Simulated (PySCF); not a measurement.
# Reading the logs of faulty runs: AlBCH2

All numbers below are calculated, not measured. They come from PySCF 2.14.0, an open-source quantum chemistry program, on an isolated molecule that a program drew, which may never have been made. The molecule is AlBCH2 (charge 0, singlet), drawn as the SMILES string `B=[CH][Al]`.

Each row is a Hartree-Fock (HF) and frozen-core CCSD(T) single point in the cc-pV(D+d)Z basis, meant for a local HF minimum. Run 1 is clean. Each other run has one planted mistake out of seven kinds, and not every kind appears here: one electron removed, one electron added, multiplicity raised by two, geometry at a saddle point, minimal basis STO-3G, one bond length entered in bohr, all coordinates scaled. The reference is restricted for singlets and unrestricted otherwise, and also for a bond in bohr. Adding or removing an electron swaps singlet and doublet. Electrons count all cores. HOMO and LUMO are orbital energies over both spins, the gradient is its largest component, and the lowest frequency (negative if imaginary) is given only where the gradient is small. Bond lengths are over the 4 bonds as drawn. T1 is the CCSD diagnostic: over 0.02 (restricted) or 0.045 (unrestricted) a single reference is doubtful.

Geometry of the clean run:
```xyz
5
AlBCH2, angstrom
B    -1.1223    1.6945   -0.5021
C    -0.5172    0.8059    0.3426
Al    0.8846   -0.3504   -0.4586
H    -1.5525    2.4033   -1.3384
H    -0.6754    0.6202    1.4009
```

| run | electrons | basis functions | <S^2> | HOMO (eV) | LUMO (eV) | gradient (hartree/bohr) | lowest frequency (cm^-1) | mean bond (Å) | longest bond (Å) | T1 | HF (hartree) | CCSD(T) (hartree) | mistake |
|---|---|---|---|---|---|---|---|---|---|---|---|---|---|
| 1 | 26 | 61 | 0.000 | -7.71 | 1.10 | 1.8e-05 | 155 | 1.4042 | 1.986 | 0.0219 | -305.56729 | -305.86935 | no fault |
| 2 | 26 | 61 | 0.000 | -7.61 | 1.18 | 4.2e-02 | - | 1.3382 | 1.893 | 0.0204 | -305.55642 | -305.85399 | all coordinates scaled |
| 3 | 26 | 61 | 0.975 | -5.91 | 0.62 | 2.4e-02 | - | 1.8459 | 3.753 | 0.0967 | -305.46500 | -305.74797 | one bond length entered in bohr |
| 4 | 26 | 61 | 2.007 | -6.11 | 0.17 | 1.6e-02 | - | 1.4042 | 1.986 | 0.0303 | -305.51601 | -305.79120 | ? |

**Which mistake was planted in run 4, and what did it cost?**

Electrons, basis and geometry are unchanged, and <S^2> is 2.007, beside S(S+1) = 2.00 for a multiplicity of 3. So the mistake is: multiplicity raised by two. Subtracting run 1 and multiplying by 627.51 kcal/mol a hartree, the energy moved by 32.2 kcal/mol in HF and 49.0 kcal/mol in CCSD(T).

Cautions from the logs. Run 1: T1 is over the limit, so its CCSD(T) energy is less reliable; run 2: T1 is over the limit, so its CCSD(T) energy is less reliable; run 3: T1 is over the limit, so its CCSD(T) energy is less reliable.
